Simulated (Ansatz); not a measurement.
Molecule: trichloro(propan-2-yl)germane, C₃H₇Cl₃Ge, net charge 0, singlet state. 
Geometry from a B3LYP-D3(BJ)/def2-TZVP (Ansatz, a quantum-chemistry and plane-wave program) optimisation:
SMILES: [CH]([Ge]([Cl])([Cl])[Cl])(C)C
```xyz
14

C     -2.5989     0.6668     0.2463
C     -1.7002    -0.3712    -0.4224
C     -2.0043    -1.8005     0.0214
Ge     0.1895     0.0530    -0.0799
Cl     0.6295    -0.0337     2.0342
Cl     1.5131    -1.3347    -1.0725
Cl     0.7009     2.0357    -0.7652
H     -2.3788     1.6791    -0.0934
H     -2.4916     0.6402     1.3321
H     -3.6442     0.4521     0.0107
H     -1.7847    -0.2925    -1.5096
H     -3.0425    -2.0447    -0.2169
H     -1.8760    -1.9144     1.0993
H     -1.3647    -2.5293    -0.4770
```

Total electronic energies in hartree. Valence correlation only, unless marked. No spin-orbit coupling. The frozen core is the preceding noble-gas configuration, with the filled d and f shells of earlier blocks. Non-relativistic. Basis-set limits of correlation are two-point, X^-3; Hartree-Fock from the larger set. The bracket is a focal-point correction in the basis named.

| level | program | energy (Eh) |
|---|---|---|
| HF/def2-QZVPP | Ansatz | -3571.86958 |
| RI-HF/def2-TZVPPD | Ansatz | -3571.78693 |
| CAM-B3LYP-D4/def2-TZVPD | Ansatz + dftd4 | -3576.48092 |
| LC-wPBE/def2-TZVPD | Ansatz | -3575.65408 |
| B2PLYP-D3(BJ)/def2-TZVPD | Ansatz + dftd3 | -3575.47233 |
| MP2/6-31G | Ansatz | -3571.63425 |
| MP2/def2-SVPD | Ansatz | -3571.92809 |
| RI-MP2/def2-TZVPP | Ansatz | -3572.99006 |
| RI-MP2/def2-TZVPPD | Ansatz | -3573.00004 |
| RI-MP2/def2-QZVPP | Ansatz | -3573.17428 |
| SCS-MP2/6-31G | Ansatz | -3571.63617 |
| SCS-MP2/def2-TZVPP | Ansatz | -3572.97958 |
| SCS-MP2/def2-TZVPPD | Ansatz | -3572.98953 |
| CCSD(T)/def2-SVPD | Ansatz | -3572.03920 |
| RI-MP2/CBS(def2-TZVPPD,def2-QZVPPD)+[CCSD(T)-MP2]/def2-TZVPPD | Ansatz | -3573.3804 |

Totals of different functionals don't rank their quality; only differences between species are comparable.
